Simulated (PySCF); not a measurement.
# Telling isomers of C₈H₁₀O apart by NMR

- GFN2-xTB geometry
- σ from GIAO-PBE0/pcSseg-1
- code: PySCF 2.14.0 with density-fitted response routines
- single conformer, one averaged value for each set of equivalent atoms, relativity neglected, no solvent model

Shifts are taken against calculated references (same method and geometry level): TMS for $^{1}$H (σ = 31.72 ppm), $^{13}$C (σ = 186.93 ppm). Where no couplings were computed, multiplicities follow the n + 1 count of equivalent neighbours, and m marks all less simple cases (inequivalent or close neighbours, rings, F or P nearby). Shifts are as computed. Against solution values, carbons near 30 ppm lie about +3 ppm off and those near 130 ppm about +5 ppm. Of 1211 compounds with measured shifts, 218 miss one by over three times the rms of a fit or turn the order of signals round; such compounds aren't used in these exercises. OH and NH positions are gas-phase values without hydrogen bonding to other molecules.

(1) Tabulate the signals of `CC#CC1=COCCC1`, `CCc1ccccc1O` and their relative energies.

(2) What is the quickest way to tell CC#CC1=COCCC1 from CCc1ccccc1O?

## Answers

(1) 
```tsv
SMILES	carbon types	δC	δH	E rel. (kcal/mol)
CC#CC1=COCCC1	3×C 1×CH 3×CH2 1×CH3	158.6, 101.1, 92.8, 84.8, 67.9, 29.4, 25.5, 5.8	6.91 (s, 1H), 4.06 (m, 2H), 2.16 (m, 2H), 2.15 (s, 3H), 1.69 (m, 2H)	54.2
CCc1ccccc1O	2×C 4×CH 1×CH2 1×CH3	160.6, 136.5, 135.8, 132.2, 125.7, 117.9, 29.0, 18.8	7.45 (d, 1H), 7.33 (m, 1H), 7.12 (m, 1H), 6.70 (d, 1H), 4.25 (br s, 1H), 2.76 (q, 2H), 1.19 (t, 3H)	0.0
```

Energies are electronic energies at PBE0/pcSseg-1 on these geometries, without zero-point or thermal terms, each for the one conformer computed, which needn't be the lowest.

(2) Both give the same number of carbon signals, but DEPT or the intensities differ. The first has an alkyne carbon (C) at 84.8 ppm, the second an aromatic carbon bearing oxygen (C) at 160.6 ppm. Their most deshielded carbons lie at 158.6 and 160.6 ppm. In the proton spectra the most deshielded non-exchanging signals are 6.91 (s, 1H) and 7.45 (d, 1H).
